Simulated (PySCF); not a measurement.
A structure optimised at B3LYP-D3(BJ)/def2-SVP, used in a PySCF frequency run:

```xyz
7

Zn     0.0606     0.4347     0.0000
F     -0.2349     2.1489     0.0000
O      0.5290    -1.2705     0.0000
C     -0.3563    -2.3566     0.0000
H     -1.0145    -2.3912    -0.8931
H      0.2308    -3.2938     0.0000
H     -1.0145    -2.3912     0.8931
```

Q: Write its SMILES, formula and point group.

A: C[O][Zn][F], CH3FOZn, Cs

Q: What are its rotational constants (standard atomic weights)?

A: 46.393, 2.3458, 2.2651 GHz
